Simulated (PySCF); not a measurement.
Fractional electron number in Mn (manganese, neutral)

The 4s beta orbital of [Ar] 3d5 4s2 is emptied in steps (occupation f), with all orbitals relaxed, ending at [Ar] 3d5 4s1. Calculation: PySCF 2.14, in def2-SVP; the non-relativistic Hamiltonian (point nucleus). The exact energy is a straight line in f; departures are measured from the line between the end points of the same method.

```
  f  UHF (eV)  LDA (eV)  PBE (eV)
  1     0.000     0.000     0.000
0.9     0.013    -0.266    -0.252
0.7     0.028    -0.625    -0.590
0.5     0.030    -0.746    -0.702
0.3     0.024    -0.627    -0.586
0.1     0.010    -0.268    -0.241
  0     0.000     0.000     0.000
```

```csv
method,E(f=0) − E(f=1) (eV),−ε at f=1 (eV),−ε at f=0.5 (eV)
UHF,5.954,6.103,5.944
LDA,7.451,4.501,7.444
PBE,7.131,4.336,7.137
```

Orbital energy along the path (eV):

| f | UHF | LDA | PBE |
| --- | --- | --- | --- |
| 1 | -6.103 | -4.501 | -4.336 |
| 0.9 | -6.063 | -5.076 | -4.885 |
| 0.7 | -5.996 | -6.249 | -6.003 |
| 0.5 | -5.944 | -7.444 | -7.137 |
| 0.3 | -5.901 | -8.646 | -8.283 |
| 0.1 | -5.866 | -9.846 | -9.413 |
| 0 | -5.851 | -10.324 | -9.115 |

As f goes to zero the orbital energy of a semilocal functional can turn back, because the density of that orbital vanishes from the exchange-correlation potential.

Reference removal energy between the ground levels: 7.434 eV (measured; NIST Atomic Spectra Database, ionization energies). UHF lacks correlation.
